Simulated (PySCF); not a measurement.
(Z)-1,2-difluoro-1-methoxyethene (C3H4F2O), SMILES CO/C(F)=C/F. The structure is a stationary point at PBE-D3(BJ)/def2-SVP. The values are those of a single conformer.

Question: Give the equilibrium geometry at PBE-D3(BJ)/def2-SVP (PySCF confirms it by a frequency run) as Cartesian coordinates in Å. (Estimate from the structure and the level; the computed values follow.)

Answer: This is not unique; one that fits is 
```xyz
10

C     -2.1959     0.5608    -0.0773
O     -0.9201     0.8289     0.5231
C      0.0679    -0.0054     0.1719
F     -0.1551    -1.3081     0.4378
C      1.2297     0.4214    -0.3611
F      2.2591    -0.4128    -0.5830
H     -2.8958     1.3170     0.3216
H     -2.1357     0.6540    -1.1838
H     -2.5579    -0.4541     0.1867
H      1.4042     1.4792    -0.6029
```
Charge 0, spin multiplicity 1.
